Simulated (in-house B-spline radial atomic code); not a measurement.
Settings and results of a run for the technetium ion Tc⁸⁺. Computed with a B-spline radial code for spherical atoms: Dirac-Kohn-Sham B97-1, spherical fractional occupations, exact exchange averaged over the configuration, Fermi nucleus of rms radius 4.41117 fm.

Command:
```bash
python run_scf.py task.json out
```
Settings (nuclear radius in fm, mass in u):
```
Z                43
configuration    [Ar] 3d10 4s2 4p5
hamiltonian      dirac
method           b97_1
spin_polarised   False
nucleus          fermi
rms_radius       4.41117
atomic_mass      96.90636
speed_of_light   137.035999084
exact_exchange   averaged over the configuration
```

Output (hartree, bohr):
```
 radial grid: 65 intervals, B-splines of order 8, outer radius 11.954 bohr

 iter        energy (Eh)    residual
    1       -4261.168516    6.95e-01
    2       -4267.405476    4.61e-01
    3       -4269.264242    1.10e-01
    4       -4269.381431    2.44e-02
    5       -4269.387175    1.41e-02
    6       -4269.389081    5.11e-04
    7       -4269.389085    2.80e-05
    8       -4269.389085    7.09e-07
    9       -4269.389085    7.32e-09

 total energy                     -4269.38908
 kinetic                            4435.2705
 electron-nucleus                 -10146.4976
 Hartree                            1566.1888
 exact exchange                      -25.6392
 exchange-correlation                -98.7116

 first-order corrections (not in the total)
   Gaunt                             2.9222
   retardation                      -0.2911
   frequency dependence             -0.0188
   self-energy                       1.9667
   Uehling                          -0.2288
   Wichmann-Kroll                    0.0036
   recoil                            0.0170

 orbital      occ     eigenvalue          <r>       <r^2>       <1/r>     <1/r^2>       <r^4>       r_max    small
 1s1/2      2.000      -773.8189    0.0342808  0.00158634     44.7075     4232.61 6.52226e-06     0.02228  2.46e-02
 2s1/2      2.000      -115.2361     0.149181   0.0262937     10.2076     465.994  0.00119381      0.1262  5.08e-03
 2p1/2      2.000      -106.5679     0.127116   0.0198364     10.1763     150.771 0.000791654     0.09817  5.08e-03
 2p3/2      4.000      -102.2177     0.131776   0.0211891     9.66647     127.389 0.000890971      0.1021  4.91e-03
 3s1/2      2.000       -24.2833      0.41376    0.196089     3.51985     86.1931   0.0592875      0.3719  1.38e-03
 3p1/2      2.000       -20.9465     0.407618    0.193387     3.41912     27.5592   0.0607383       0.359  1.32e-03
 3p3/2      4.000       -20.2085     0.418002    0.203139     3.29689     23.4395   0.0668482      0.3684  1.28e-03
 3d3/2      4.000       -14.3280     0.394352    0.186279      3.1163      12.351   0.0660695      0.3088  1.16e-03
 3d5/2      6.000       -14.1858     0.397744    0.189341     3.08462     12.0547   0.0681183      0.3116  1.15e-03
 4s1/2      2.000        -7.2175     0.998868     1.12084     1.37574     17.2915     1.80861      0.9252  3.63e-04
 4p1/2      1.667        -6.1481      1.05386     1.25488     1.28658     5.38677     2.31154       0.967  3.27e-04
 4p3/2      3.333        -6.0133      1.07425     1.30331     1.25509     4.66178     2.48841      0.9869  3.18e-04
```

Time taken, with all properties: 1.8 s on 1 thread of Intel(R) Xeon(R) Platinum 8488C, with other jobs on the host.

For the Dirac Hamiltonian the kinetic term is c α·p + (β - 1)c².
